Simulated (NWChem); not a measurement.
System: C₄H₄OS; SMILES C=C1SCC1=O

Input file for NWChem:

```
start job
memory heap 200 mb stack 900 mb global 1100 mb
geometry units angstroms noautoz
  C      2.101248    -0.215458     0.000000
  C      0.788468     0.027591     0.000000
  S     -0.233904     1.481035     0.000000
  C     -1.493297     0.137863     0.000000
  C     -0.377227    -0.910592     0.000000
  O     -0.433489    -2.104425     0.000000
  H      2.850565     0.578832     0.000000
  H      2.437636    -1.255611     0.000000
  H     -2.125516     0.113657    -0.900509
  H     -2.125516     0.113657     0.900509
end
basis spherical
  * library 6-31g*
end
dft
  xc xpbe96 cpbe96
  grid coarse
  iterations 150
  mulliken
end
task dft gradient
```

NWChem printed, in part:

```
             Northwest Computational Chemistry Package (NWChem) 7.3.0
             --------------------------------------------------------

 CS  symmetry detected

                             Geometry "geometry" -> ""
                             -------------------------

 Output coordinates in angstroms (scale by  1.889725989 to convert to a.u.)

  No.       Tag          Charge          X              Y              Z
 ---- ---------------- ---------- -------------- -------------- --------------
    1 C                    6.0000     2.08786849    -0.33569296     0.00000000
    2 C                    6.0000     0.78931813    -0.02548158     0.00000000
    3 S                   16.0000    -0.15698758     1.47859604     0.00000000
    4 C                    6.0000    -1.48376154     0.20193923     0.00000000
    5 C                    6.0000    -0.42306317    -0.90250139     0.00000000
    6 O                    8.0000    -0.54062001    -2.09186384     0.00000000
    7 H                    1.0000     2.87702544     0.41902810     0.00000000
    8 H                    1.0000     2.37034247    -1.39176285     0.00000000
    9 H                    1.0000    -2.11638899     0.21026458    -0.90050900
   10 H                    1.0000    -2.11638899     0.21026458     0.90050900

 Effective nuclear repulsion energy (a.u.)     266.5858859949

      Symmetry information
      --------------------

 Group name             Cs
 Group number              2
 Group order               2
 No. of unique centers     9

  pbe96 is a nonlocal functional; adding pw91lda local functional.

                                 NWChem DFT Module
                                 -----------------

 Summary of "ao basis" -> "ao basis" (spherical)
 ------------------------------------------------------------------------------
       Tag                 Description            Shells   Functions and Types
 ---------------- ------------------------------  ------  ---------------------
 C                           6-31g*                  6       14   3s2p1d
 S                           6-31g*                  8       18   4s3p1d
 O                           6-31g*                  6       14   3s2p1d
 H                           6-31g*                  2        2   2s

      Symmetry analysis of basis
      --------------------------

        a'         69
        a"         27

            General Information
            -------------------
          SCF calculation type: DFT
          Wavefunction type:  closed shell.
          No. of atoms     :    10
          No. of electrons :    52
           Alpha electrons :    26
            Beta electrons :    26
          Charge           :     0
          Spin multiplicity:     1
          Use of symmetry is: on ; symmetry adaption is: on
          Maximum number of iterations: 150
          AO basis - number of functions:    96
                     number of shells:    46
          Convergence on energy requested:  1.00D-06
          Convergence on density requested:  1.00D-05
          Convergence on gradient requested:  5.00D-04

              XC Information
              --------------
          PerdewBurkeErnzerhof Exchange Functional  1.000
            Perdew 1991 LDA Correlation Functional  1.000 local
           PerdewBurkeErnz. Correlation Functional  1.000 non-local

             Grid Information
             ----------------
          Grid used for XC integration:  coarse
          Radial quadrature: Mura-Knowles
          Angular quadrature: Lebedev.
          Tag              B.-S. Rad. Rad. Pts. Rad. Cut. Ang. Pts.
          ---              ---------- --------- --------- ---------
          C                   0.70       35          11.0       302
          S                   1.00       70          10.0       302
          O                   0.60       35          10.0       302
          H                   0.35       35          11.0       302
          Grid pruning is: on
          Number of quadrature shells:   350
          Spatial weights used:  Erf1

      Superposition of Atomic Density Guess
      -------------------------------------

 Sum of atomic energies:        -624.84397994

      Non-variational initial energy
      ------------------------------

 Total energy =    -628.012656
 1-e energy   =   -1386.854138
 2-e energy   =     492.255595
 HOMO         =      -0.241139
 LUMO         =      -0.057697

      Symmetry analysis of molecular orbitals - initial
      -------------------------------------------------

  Numbering of irreducible representations:

     1 a'          2 a"

  Orbital symmetries:

     1 a'          2 a'          3 a'          4 a'          5 a'
     6 a'          7 a'          8 a'          9 a'         10 a"
    11 a'         12 a'         13 a'         14 a'         15 a'
    16 a'         17 a'         18 a'         19 a"         20 a'
    21 a"         22 a'         23 a'         24 a"         25 a'
    26 a"         27 a"         28 a'         29 a'         30 a"
    31 a'         32 a'         33 a"         34 a'         35 a'
    36 a'

     ---------------------------------------------
      Total Density - Mulliken Population Analysis
     ---------------------------------------------

    Atom       Charge   Shell Charges
 -----------   ------   -------------------------------------------------------
    1 C    6     6.50   2.00  0.74  1.96  0.63  1.15  0.03
    2 C    6     6.04   2.00  0.73  1.76  0.55  0.96  0.04
    3 S   16    15.95   2.00  2.00  5.98  1.33  2.95  0.49  1.15  0.05
    4 C    6     6.50   2.00  0.71  1.86  0.70  1.20  0.03
    5 C    6     5.12   2.00  0.70  1.50  0.44  0.40  0.09
    6 O    8     8.84   2.00  0.95  3.10  0.94  1.82  0.02
    7 H    1     0.77   0.46  0.31
    8 H    1     0.76   0.46  0.31
    9 H    1     0.76   0.46  0.30
   10 H    1     0.76   0.46  0.30

   convergence    iter        energy       DeltaE   RMS-Dens  Diis-err
 ---------------- ----- ----------------- --------- --------- ---------
 d= 0,ls=0.0,diis     1   -627.5799539951 -8.94D+02  3.19D-02  1.32D+00
 d= 0,ls=0.0,diis     2   -626.5285285280  1.05D+00  2.67D-02  1.11D+01
 d= 0,ls=0.0,diis     3   -627.7153884806 -1.19D+00  7.04D-03  1.39D-01
 d= 0,ls=0.0,diis     4   -627.7164167609 -1.03D-03  4.14D-03  1.13D-01
 d= 0,ls=0.0,diis     5   -627.7320279639 -1.56D-02  7.96D-04  6.53D-03
  Resetting Diis
 d= 0,ls=0.0,diis     6   -627.7327164952 -6.89D-04  4.54D-04  1.64D-03
 d= 0,ls=0.0,diis     7   -627.7329306977 -2.14D-04  5.36D-04  2.15D-04
 d= 0,ls=0.0,diis     8   -627.7326719602  2.59D-04  4.02D-04  1.73D-03
 d= 0,ls=0.0,diis     9   -627.7329638721 -2.92D-04  3.66D-05  2.55D-05
 d= 0,ls=0.0,diis    10   -627.7329671686 -3.30D-06  9.60D-06  7.40D-07
 d= 0,ls=0.0,diis    11   -627.7329672655 -9.69D-08  2.18D-06  3.57D-08

         Total DFT energy =     -627.732967265500
      One electron energy =    -1390.291941018705
           Coulomb energy =      552.979545108528
    Exchange-Corr. energy =      -57.006457350263
 Nuclear repulsion energy =      266.585885994940

 Numeric. integr. density =       51.999963530271

                  Occupations of the irreducible representations
                  ----------------------------------------------

                     irrep           alpha         beta
                     --------     --------     --------
                     a'               21.0         21.0
                     a"                5.0          5.0

                       DFT Final Molecular Orbital Analysis
                       ------------------------------------

 Vector   24  Occ=2.000000D+00  E=-2.880661D-01  Symmetry=a"
              MO Center=  5.2D-01,  9.0D-03,  8.7D-16, r^2= 3.1D+00
   Bfn.  Coefficient  Atom+Function         Bfn.  Coefficient  Atom+Function
  ----- ------------  ---------------      ----- ------------  ---------------
    19      0.355529   2 C  pz               37      0.337964   3 S  pz
     5      0.256582   1 C  pz               23      0.242565   2 C  pz
    79     -0.243201   6 O  pz               41      0.168274   3 S  pz
    83     -0.161125   6 O  pz                9      0.147738   1 C  pz
    33     -0.131073   3 S  pz               94      0.091988   9 H  s

 Vector   25  Occ=2.000000D+00  E=-2.244251D-01  Symmetry=a'
              MO Center= -4.6D-01, -1.3D+00, -1.3D-15, r^2= 2.3D+00
   Bfn.  Coefficient  Atom+Function         Bfn.  Coefficient  Atom+Function
  ----- ------------  ---------------      ----- ------------  ---------------
    77      0.549573   6 O  px               81      0.377652   6 O  px
    20     -0.316132   2 C  s                52      0.285087   4 C  s
    17      0.185982   2 C  px               49      0.173586   4 C  px
    50     -0.173405   4 C  py               53      0.158311   4 C  px
    18      0.137253   2 C  py               54     -0.129502   4 C  py

[...]

                         DFT ENERGY GRADIENTS

    atom               coordinates                        gradient
                 x          y          z           x          y          z
   1 C       3.945499  -0.634368   0.000000   -0.010443   0.001964   0.000000
   2 C       1.491595  -0.048153   0.000000    0.003902   0.000791   0.000000
   3 S      -0.296664   2.794141   0.000000   -0.000714  -0.011187   0.000000
   4 C      -2.803903   0.381610   0.000000    0.009705  -0.000793   0.000000
   5 C      -0.799473  -1.705480   0.000000   -0.006161  -0.025551   0.000000
   6 O      -1.021624  -3.953049   0.000000    0.003945   0.034473   0.000000
   7 H       5.436790   0.791848   0.000000   -0.001403   0.000222   0.000000
   8 H       4.479298  -2.630050   0.000000   -0.001114   0.000610   0.000000
   9 H      -3.999395   0.397342  -1.701715    0.001141  -0.000264   0.000900
  10 H      -3.999395   0.397342   1.701715    0.001141  -0.000264  -0.000900
```

Level: PBE/6-31G* (spherical d). Coordinates come from a PBE0/def2-SVP optimisation.
